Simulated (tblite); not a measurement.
Species: C6H6F (doublet state).
SMILES with atom numbers: `[CH2:1][C:2]1=[C:3]([F:4])[CH2:5][CH:6]=[CH:7]1` (hydrogens: H8, H9 on C1; H10, H11 on C5; H12 on C6; H13 on C7)

Geometry (GFN2-xTB, Å), atoms numbered from 1 in this order:
```xyz
13
C6H6F angstrom
C      2.1605    0.2328   -0.2742
C      0.8060    0.1140   -0.1066
C      0.0538   -1.0390    0.1074
F      0.5342   -2.2886    0.1910
C     -1.3960   -0.7494    0.2419
C     -1.4073    0.7393    0.0775
C     -0.1730    1.2052   -0.1159
H      2.7982   -0.6317   -0.2506
H      2.6148    1.1928   -0.4319
H     -1.9944   -1.2558   -0.5225
H     -1.7947   -1.0632    1.2122
H     -2.3159    1.3123    0.1170
H      0.1094    2.2318   -0.2631
```

Method: GFN2-xTB as coded in tblite; computed harmonic values from a numerical Hessian at the method's own geometry, unscaled. Errors from tens to a few hundred cm⁻¹ against measured bands are possible. One conformer, not necessarily the lowest. Open shells enter through the occupations alone, without spin polarisation, and single modes of such species can be off by tens of per cent.

Harmonic wavenumbers (cm⁻¹): 170.2, 238.7, 247.1, 338.4, 413.6, 533.2, 560.9, 567.9, 710.4, 742.8, 764.6, 820.2, 869.5, 901.3, 929.1, 1009.7, 1042.7, 1073.9, 1147.4, 1194.7, 1274.3, 1287.8, 1371.0, 1402.5, 1442.1, 1523.5, 1634.3, 2911.6, 2946.4, 3126.3, 3129.0, 3144.6, 3164.5.

A = 3743, B = 3224, C = 1751 MHz; mass 97.045 u (most abundant isotopes); point group Cs, symmetry number 1; spin multiplicity 2.

Question: What is the zero-point energy?

Answer: Half the sum of the wavenumbers: 21317 cm⁻¹ = 60.95 kcal/mol.

Question: What is S at 400 K and 1 bar for an ideal gas of classical rigid rotors and harmonic oscillators?

Answer: Translation 41.11, rotation 28.00, vibration 18.10, spin (R ln 2) 1.38: S = 88.6 cal/(mol K).

Question: And Cp and H(400 K) − H(0)?

Answer: Cp = 33.89 cal/(mol K), of which vibrations give 25.94 (their classical limit is 33 R = 65.6); H(400 K) − H(0) = 7.68 kcal/mol without the zero-point energy, 4.50 from vibrations.

Question: Which modes carry the vibrational entropy at 400 K?

Answer: 170.2 cm⁻¹: 2.99; 238.7 cm⁻¹: 2.35; 247.1 cm⁻¹: 2.29; 338.4 cm⁻¹: 1.71; 413.6 cm⁻¹: 1.37; 533.2 cm⁻¹: 0.97 cal/(mol K); the other 27 give 6.42 together.

Question: What must be added to the electronic energy to get the Gibbs energy at 400 K and 1 bar?

Answer: ZPE + [H(400 K) − H(0)] − T·S = 60.95 + 7.68 − 35.44 = 33.19 kcal/mol.

Question: How do the functions run with temperature in this model?

Answer: 
```csv
T (K),S (cal/(mol K)),Cp (cal/(mol K)),H − H(0) (kcal/mol),G − H(0) (kcal/mol),ln q(vib)
50,54.1,8.5,0.40,-2.30,0.01
100,60.8,11.5,0.90,-5.18,0.16
298.15,79.8,26.4,4.60,-19.18,2.08
373.15,86.3,32.0,6.79,-25.41,3.08
500,96.8,39.9,11.38,-37.04,4.91
750,115.2,50.3,22.78,-63.60,8.69
1000,130.6,56.7,36.21,-94.38,12.36
```

q(vib) and H(0) count from the zero-point level.

Hindered rotation and anharmonicity are outside this model. Other conformers, if any are populated, would add a mixing term that is left out.
